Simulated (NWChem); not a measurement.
# C2H2ClF3; SMILES Cl[C@H](C(F)F)F

```xyz
8

F     -0.2311    -2.0343     0.6149
C      0.4573    -0.9094     0.2630
F      0.9181    -1.0597    -1.0016
C     -0.5078     0.2824     0.3425
F     -1.4900     0.1438    -0.5832
Cl     0.4039     1.8051     0.0785
H      1.3160    -0.7720     0.9599
H     -0.9563     0.3395     1.3570
```
Atoms are numbered in this order, from 1.

Results from NWChem. Pople sets run with spherical d functions. Structure relaxed at the PBE-D3(BJ)/def2-SVP level. Level: M06-2X/6-31G* with COSMO at NWChem's default radii, gas-phase geometry; the question gives the dielectric constant.

Task: Predict the results for dielectric constant 3.9. Quantities: electrostatic solvation energy (kcal/mol); dipole in solution (D).

Result: 
```json
{
  "electrostatic solvation energy (kcal/mol)": "-3.4",
  "dipole in solution (D)": "2.66"
}
```
